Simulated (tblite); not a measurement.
C6H3ClO2S2.
Structure used (GFN2-xTB), in Å, numbered top down from 1:
```xyz
14
C6H3ClO2S2 angstrom
C      1.835    0.475   -3.460
C      1.334    0.370   -2.372
C      0.744    0.252   -1.109
C      1.340    0.493    0.107
C      0.467    0.285    1.186
C     -0.771   -0.096    0.765
S     -2.150   -0.518    1.748
O     -2.036    0.068    3.041
O     -3.350   -0.365    0.995
Cl    -1.855   -2.522    1.984
S     -0.919   -0.235   -0.932
H      2.281    0.569   -4.405
H      2.363    0.806    0.207
H      0.716    0.417    2.223
```

Computed values, GFN2-xTB/tblite, gas phase, harmonic and unscaled. The method is semi-empirical: single wavenumbers can be off by several per cent or more. One conformer, not necessarily the lowest.

Harmonic wavenumbers (cm⁻¹): 28.8, 52.0, 74.7, 117.2, 141.0, 230.2, 256.5, 276.4, 327.7, 341.8, 369.6, 428.7, 463.1, 480.6, 516.6, 534.8, 579.3, 649.1, 656.3, 707.0, 735.8, 806.0, 847.6, 980.7, 1065.8, 1129.3, 1147.8, 1163.8, 1298.2, 1334.8, 1433.8, 1528.8, 2240.3, 3142.1, 3152.9, 3395.7.

A = 1837, B = 425.4, C = 413.4 MHz; mass 205.926 u (most abundant isotopes); point group C1, symmetry number 1.

Q: Zero-point energy?

A: Half the sum of the wavenumbers: 16317 cm⁻¹ = 46.65 kcal/mol.

Q: What is S at 200 K and 1 bar for an ideal gas of classical rigid rotors and harmonic oscillators?

A: Translation 39.91, rotation 30.09, vibration 23.81: S = 93.8 cal/(mol K).

Q: And Cp and H(200 K) − H(0)?

A: Cp = 32.29 cal/(mol K), of which vibrations give 24.35 (their classical limit is 36 R = 71.5); H(200 K) − H(0) = 4.07 kcal/mol without the zero-point energy, 2.48 from vibrations.

Q: Blend soft modes into free rotors: weight 1/[1 + (100 cm⁻¹/ν̃)⁴] for the oscillator and the rest for a rotor with moment μB/(μ + B), μ = h/(8π²ν), B = 10⁻⁴⁴ kg m². What vibrational entropy results?

A: 21.27 cal/(mol K) in place of 23.81, which changes −T·S at 200 K by +0.51 kcal/mol.

Q: Which modes carry the vibrational entropy at 200 K?

A: 28.8 cm⁻¹: 5.12; 52.0 cm⁻¹: 3.95; 74.7 cm⁻¹: 3.25; 117.2 cm⁻¹: 2.38; 141.0 cm⁻¹: 2.04; 230.2 cm⁻¹: 1.20 cal/(mol K); the other 30 give 5.87 together.

Q: How do the functions run with temperature in this model?

A: 
```json
{"T (K)": "50", "S (cal/(mol K))": "64.1", "Cp (cal/(mol K))": "14.5", "H − H(0) (kcal/mol)": "0.55", "G − H(0) (kcal/mol)": "-2.65", "ln q(vib)": "1.01"}
{"T (K)": "100", "S (cal/(mol K))": "75.9", "Cp (cal/(mol K))": "20.4", "H − H(0) (kcal/mol)": "1.42", "G − H(0) (kcal/mol)": "-6.17", "ln q(vib)": "2.59"}
{"T (K)": "298.15", "S (cal/(mol K))": "108.5", "Cp (cal/(mol K))": "41.8", "H − H(0) (kcal/mol)": "7.73", "G − H(0) (kcal/mol)": "-24.64", "ln q(vib)": "8.76"}
{"T (K)": "373.15", "S (cal/(mol K))": "118.6", "Cp (cal/(mol K))": "47.4", "H − H(0) (kcal/mol)": "11.08", "G − H(0) (kcal/mol)": "-33.16", "ln q(vib)": "11.00"}
{"T (K)": "500", "S (cal/(mol K))": "133.5", "Cp (cal/(mol K))": "54.6", "H − H(0) (kcal/mol)": "17.57", "G − H(0) (kcal/mol)": "-49.17", "ln q(vib)": "14.60"}
{"T (K)": "750", "S (cal/(mol K))": "157.4", "Cp (cal/(mol K))": "63.1", "H − H(0) (kcal/mol)": "32.39", "G − H(0) (kcal/mol)": "-85.66", "ln q(vib)": "20.96"}
{"T (K)": "1000", "S (cal/(mol K))": "176.3", "Cp (cal/(mol K))": "67.9", "H − H(0) (kcal/mol)": "48.81", "G − H(0) (kcal/mol)": "-127.46", "ln q(vib)": "26.48"}
```

q(vib) and H(0) count from the zero-point level.

Hindered rotation and anharmonicity are outside this model. Other conformers, if any are populated, would add a mixing term that is left out. The structure is chiral; the term R ln 2 for an equal mix with its mirror image is left out.
